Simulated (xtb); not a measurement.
Se(Cl)(Me) (CH3ClSe), SMILES C[Se]Cl. All values are semi-empirical tight-binding results from xtb (GFN2-xTB unless named), good for trends rather than for accurate numbers. Geometry: GFN2-xTB.

Optimised geometry:

```xyz
6

Se     0.1920     0.1104     0.6020
Cl    -1.0209    -0.9276    -0.8202
C      1.1451     1.2661    -0.6539
H      1.8359     1.8658    -0.0687
H      0.4301     1.9049    -1.1662
H      1.6887     0.6488    -1.3646
```
Charge 0, spin multiplicity 1.

The point group as xtb finds it is Cs, the orbital gap comes out as 2.97 eV and the zero-point energy comes out as 23.1 kcal/mol. The G − E(el) at 298.15 K (modified RRHO) is 5.0 kcal/mol, the static polarisability (D4 model) comes out as 55.7 bohr³ and the solvation energy, GFN2-xTB/ALPB(water) is -1.1 kcal/mol. The solvation energy, GFN2-xTB/ALPB(acetonitrile) is -3.1 kcal/mol.

Computed atomic charges and the Wiberg bond orders between heavy atoms:
charges (e) Se1 -0.06, Cl2 -0.08, C3 -0.08, H4 0.07, H5 0.07, H6 0.07. Bond orders Se1–Cl2 1.27, Se1–C3 1.06.
